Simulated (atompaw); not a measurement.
## u(r) = r·R(r): atom against pseudo-atom (tungsten (W))

Columns: radius, all-electron u(r) and pseudo u(r) of the 5d shell (level -4.48 eV) of tungsten in the configuration [Kr] 4d10 4f14 5s2 5p6 5d4 6s2 6p0; PBE, scalar-relativistic, PAW (atompaw) scheme, atompaw 4.2.0.5.

```
r (bohr)  all-electron  pseudo
   0.094        0.2017  0.0004
   0.188        0.0747  0.0032
   0.283       -0.2082  0.0108
   0.377       -0.3246  0.0250
   0.471       -0.2711  0.0471
   0.565       -0.1253  0.0779
   0.660        0.0520  0.1181
   0.754        0.2214  0.1663
   0.848        0.3687  0.2215
   0.942        0.4885  0.2820
   1.037        0.5818  0.3461
   1.131        0.6491  0.4098
   1.225        0.6952  0.4711
   1.319        0.7237  0.5273
   1.413        0.7381  0.5761
   1.508        0.7415  0.6160
   1.602        0.7363  0.6449
   1.696        0.7247  0.6628
   1.790        0.7085  0.6699
   1.885        0.6886  0.6672
   1.979        0.6667  0.6563
   2.073        0.6433  0.6392
   2.167        0.6190  0.6178
   2.262        0.5941  0.5939
   2.356        0.5693  0.5693
   2.450        0.5448  0.5448
```

(1) How many radial nodes do the two functions have?

(2) Is the pseudo-wave norm-conserving?

## Answers

(1) The all-electron 5d function has n − l − 1 = 2; the pseudo-wave has 0, since the states of the same l below it are removed with the core.

(2) No, it belongs to a PAW set: the norm inside the radius is not constrained, and the difference is carried by the augmentation charge.
